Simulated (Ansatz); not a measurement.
Basis-set extrapolation for `[SiH3]C1(Cl)O[SiH2]1` (PBE0-D4/def2-TZVP geometry, frozen core, Ansatz 0.2.0). Multiplicity 1, RHF reference.

```tsv
	def2-TZVPP	def2-QZVPP
HF	-1153.053139	-1153.089655
MP2 correlation	-0.834806	-0.902344
CCSD(T) correlation	-0.923830	not run
```

Energies in hartree. Use E(X) = E(∞) + A·exp(−7.88·√X) for Hartree–Fock and E(X) = E(∞) + B·X^(−2.97) for correlation, with X = 3 and 4, and add CCSD(T) minus MP2 of the smaller set to the MP2 limit.

What is the CCSD(T) energy at the basis-set limit?

HF limit: -1153.089655 + (-0.036516) × 0.13774 = -1153.09468. MP2 limit: -0.902344 + (-0.067538) × 0.74074 = -0.95237. Higher-order term: -0.923830 − (-0.834806) = -0.08902. Total: -1154.13607 hartree, 417.7 kJ/mol below CCSD(T)/def2-TZVPP.
